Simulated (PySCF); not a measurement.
Electron correlation in Te⁺ (tellurium, charge +1)

[Kr] 4d10 5s1 5p3 6s1, high-spin 6S determinant (an excited configuration). Computed with PySCF 2.14 in dyall-av2z (22s16p12d, 130 functions), with the non-relativistic Hamiltonian (point nucleus). Frozen: [Kr] 4d10; 5 electrons correlated; the 62 highest virtual orbitals of each spin left out.

MP2 pair energies summed by pair of shells (mhartree):

```
 pair  energy  share (%)
5p-5p  -12.23       55.6
5p-6s   -7.95       36.1
5s-5p   -1.51        6.9
5s-6s   -0.32        1.4
```

Total MP2 correlation energy: -22.01 mhartree.

Same-spin part -22.01 and opposite-spin part 0.00 mhartree; SCS-MP2 scales them by 1/3 and 6/5 to -7.34 mhartree.
